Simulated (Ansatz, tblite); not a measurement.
Cost and result up the ladder for the cluster Ga₂F₄ (6 atoms). The state is a singlet with charge 0. Geometry: r2SCAN-D4/def2-SVP.

```xyz
6

Ga    1.056    0.312   -0.482
Ga   -1.056   -0.311    0.483
F    -2.061   -1.588   -0.150
F     1.218    1.518   -1.731
F    -1.728    0.477    1.886
F     2.572   -0.408   -0.007
```

Ansatz; hardware A = 2 threads of AMD EPYC 7R13 on a shared host; B = 2 threads of AMD EPYC 7R13 on a shared host and a share (18 GiB) of an NVIDIA H100 80GB HBM3; xTB runs through tblite on one thread. Times are rough, summed over both states, and most runs start from the orbitals of an earlier one. ωB97X-V/def2-TZVP serves as the yardstick here, not as an exact answer. Differences are given only for rows in sets of like size (and for xTB, whose basis is part of the method), since another set adds its own error. The other state is a doublet.

The xTB rows come from tblite. Correlated methods freeze 22 core orbitals; core or outer-core shells of Ga are correlated, in sets that lack core-valence functions. The rows differ in basis, and correlated rows in double-zeta sets carry the largest basis error. In CCSD on the charge 1 doublet the largest single amplitude is 0.17, so its Hartree–Fock determinant may place the open shell otherwise than the density functionals do. The structure comes from a short search, and lower isomers may exist.

Correlated methods converge slowly with the basis, most of all in double-zeta sets.

Raw xTB energies of ions are shifted by several eV.

```tsv
level	functions	wall time	vertical IE (eV)	difference from ωB97X-V/def2-TZVP (eV)
GFN1-xTB	34	0.01 s	15.59	3.29
GFN2-xTB	34	0.01 s	16.78	4.48
PBE-D4/def2-TZVP [A]	220	8.4 s	11.46	-0.85
CCSD(T)/def2-SVP [B]	120	11 s	12.10	–
PBE0-D4/def2-TZVP [A]	220	18 s	12.06	-0.25
ωB97X-V/def2-TZVP [A]	220	35 s	12.31	0.00
```
